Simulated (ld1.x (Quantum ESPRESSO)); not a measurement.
What one change does to a pseudopotential (antimony, TM semilocal)

| Item | Value |
| --- | --- |
| Element | antimony (Sb) |
| Generator | ld1.x (Quantum ESPRESSO) 7.5 |
| Type | norm-conserving Troullier–Martins (semilocal form) |
| Functional | PBE |
| Relativity | scalar-relativistic |
| Frozen core | [Kr] |
| Valence charge | 15 |
| Reference configuration | 4d10 5s2 5p3 |
| Partial waves | 5p (bound): rc 2.55 bohr; 4d (bound): rc 0.85 bohr; 5s (bound): rc 1.75 bohr |
| Local potential | the s channel |
| Core correction | Bessel-smoothed model core, default radius (core density twice the valence density) |

All-electron outer shells of the reference configuration (PBE, scalar-relativistic, ld1.x):

| shell | level (eV) | outermost node (bohr) | outermost maximum (bohr) |
| --- | --- | --- | --- |
| 4s | -148.83 | 0.39 | 0.73 |
| 4p | -101.79 | 0.39 | 0.76 |
| 4d | -33.51 | 0.38 | 0.84 |
| 5s | -12.83 | 0.95 | 1.90 |
| 5p | -4.83 | 1.04 | 2.35 |

Change: wave 5s (bound): rc 1.75 bohr becomes 5s (bound): rc 1.46 bohr.

Cutoffs: the cutoffs (Ry, on a coarse ladder) from which the occupation-weighted sum of valence levels, in a spherical-Bessel basis at the reference potential, stays within 10 and 1 mRy of its value at 400 Ry; they do not see the model core or the augmentation charge, which bear on the density cutoff. Errors are all-electron minus pseudo energies relative to the spin-unpolarised reference configuration.

**Question.** How do hardness, ghosts and transferability respond?

**Answer.** Of the 7 tests that both files solve, the error grows in 1 and shrinks in 4 by more than 15 % and 0.3 meV (median size 2.5 → 2.4 meV); the range in which the s phases agree narrows (upper end 2.0 → 0.8); neither file shows a bound ghost. A semilocal file is local in each channel, so a ghost entry of none says nothing of the separable form that plane-wave codes build from it.

| quantity | base | changed |
| --- | --- | --- |
| cutoff, loose | 180 Ry | 180 Ry |
| cutoff, tight | over 300 Ry | over 300 Ry |
| loose cutoff by channel (10 mRy a level) | p 8 Ry, d 110 Ry, s 18 Ry | p 8 Ry, d 110 Ry, s 35 Ry |
| bound ghosts | none | none |
| error for 4d10 5s2 5p2, meV [ΔE 8.32 eV] | -0.7 | -0.5 |
| error for 4d10 5s2 5p1, meV [ΔE 24.28 eV] | -2.5 | -0.7 |
| error for 4d10 5s2 5p0, meV [ΔE 48.70 eV] | -19 | -10 |
| error for 4d9 5s2 5p4, meV [ΔE 31.12 eV] | -255 | -127 |
| error for 4d10 5s1 5p4, meV [ΔE 8.11 eV] | -0.9 | -2.4 |
| error for 4d10 5s2 5p2.5, meV [ΔE 3.26 eV] | -0.4 | -0.3 |
| error for 4d9 5s2 5p3, meV [ΔE 40.74 eV] | -194 | -30 |
| s: phases at 2.75 bohr within 0.05 rad from the reference energy up to (Ry; the scan ends near 5) | 2.0 | 0.8 |
| p: phases at 2.75 bohr within 0.05 rad from the reference energy up to (Ry; the scan ends near 5) | 2.6 | 2.6 |
| d: phases at 2.75 bohr within 0.05 rad from the reference energy up to (Ry; the scan ends near 5) | to the end of the scan | to the end of the scan |
